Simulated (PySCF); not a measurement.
C4H12AlN.
Structure used (PBE0-D3(BJ)/def2-SVP), in Å, numbered top down from 1:
```
atom  x, y, z in Å
C1     2.8901    0.1129    0.2968
C2     1.7414   -0.5371    0.4881
C3     0.4661    0.1382    0.8874
N4    -0.5784    0.1272   -0.1613
C5    -1.1043   -1.2073   -0.4683
Al6   -2.0948    1.4370    0.3354
H7     2.9596    1.1972    0.4353
H8     3.8044   -0.4113    0.0069
H9     1.7153   -1.6251    0.3533
H10    0.0228   -0.3361    1.7782
H11    0.6575    1.1910    1.1454
H12   -0.1654    0.5185   -1.0118
H13   -0.3211   -1.8974   -0.8180
H14   -1.8796   -1.1182   -1.2408
H15   -1.5710   -1.6196    0.4377
H16   -1.2400    2.7981    0.4351
H17   -3.0517    1.2564   -0.9465
H18   -2.5752    0.7687    1.7189
```

Linear response at wB97X-D/def2-SVPD (PySCF, frozen core in the response, non-relativistic).

Static isotropic polarisability: 92.37 au (13.69 Å³), principal values 78.9, 88.8, 109.4 au.

(1) What is the polarisability at 1064 nm and at the sodium D line?

(2) What is the isotropic C6 coefficient between two such molecules, C6 = (3/π)∫α(iω)² dω?

(3) Which effective excitation energy ω̄ makes London's formula C6 = (3/4)α²ω̄ exact here?

(4) The lowest 6 singlets have (eV, f): 6.64, 0.007; 6.73, 0.017; 7.33, 0.303; 7.42, 0.022; 7.52, 0.124; 7.58, 0.039. What share of the static polarisability do they carry in the sum over states α = Σ f/ω²?

(5) What molar refraction at the D line follows from R = (4π/3)·N_A·α′, with α′ the polarisability volume?

(6) What n − 1 at the D line would an ideal gas of it have at 273.15 K and 1 atm (2.6868 × 10¹⁹ cm⁻³), by n − 1 = 2π·N·α′?

Answers

(1) 93.35 au at 1064 nm (+1.1 %), 95.68 au at 589.3 nm (+3.6 %). The rise at 589.3 nm is 3.38 times that at 1064 nm; a pure ω² law gives 3.26. The lowest singlet lies at 187 nm, shorter than both wavelengths.

(2) 3119 au (Eh·bohr⁶) by a ten-point quadrature over imaginary frequencies, which is 1860 eV·Å⁶ or 180 J·nm⁶/mol.

(3) ω̄ = 4·C6/(3α²) = 0.487 Eh = 13.3 eV. A one-pole form α(ω) = α/(1 − ω²/ω̄²) fitted to the 1064 nm value gives 11.4 eV. London's choice of the ionisation energy (9.76 eV, ΔSCF at the same level) gives C6 = 2290 au, 26 % too low.

(4) 7.02 au, 7.6 % of α; the largest term, 4.18 au, is that of the state at 7.33 eV. Their oscillator strengths add up to 0.51. Higher states carry the rest.

(5) α′ = 14.18 Å³ gives R = 35.77 cm³/mol, for isolated, non-vibrating species.

(6) 23.94 × 10⁻⁴, a formal value whether or not that pressure can be reached.

On one thread, Arm Neoverse V1, shared host, this took 52 s wall. This is the whole response run at wB97X-D/def2-SVPD, SCF included.

One conformer stands for the species.

wB97X-D is run here without its empirical dispersion term; that term would change no orbital, density or response property at a fixed geometry.
